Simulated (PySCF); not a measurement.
4-tert-butylpyridine (C₉H₁₃N), SMILES CC(C)(C)c1ccncc1.

The structure is a stationary point at PBE0-D3(BJ)/def2-SVP.

Two levels are set side by side: TDA-PBE/def2-SVP (PySCF) and TDA-ωB97X/def2-SVP (PySCF). Vertical, same geometry. The lowest singlet is HOMO→LUMO+1 62 %, HOMO→LUMO 38 % with PBE and HOMO→LUMO 96 % with the other functional; states are paired by order. Differences are taken from unrounded values.

```json
[
 {"quantity": "lowest singlet excitation (eV)", "TDA-ωB97X": "5.32"},
 {"quantity": "lowest triplet excitation (TDA) (eV)", "TDA-ωB97X": "4.32"}
]
```

**Question.** What does TDA-PBE give, and how far is it from TDA-ωB97X? (An estimate is asked for; the answer gives what the named calculation found.)

**Answer.** 
```json
[
 {"quantity": "lowest singlet excitation (eV)", "TDA-PBE": "4.29", "TDA-PBE minus TDA-ωB97X": "-1.03"},
 {"quantity": "lowest triplet excitation (TDA) (eV)", "TDA-PBE": "3.73", "TDA-PBE minus TDA-ωB97X": "-0.60"}
]
```

Functionals without exact exchange tend to place singlet excitations lower, as here. Differences between two approximate levels are no errors against the true value.

Rough cost on one machine, each run with all the roots and properties that it gave: TDA-ωB97X against TDA-PBE about 3 times.
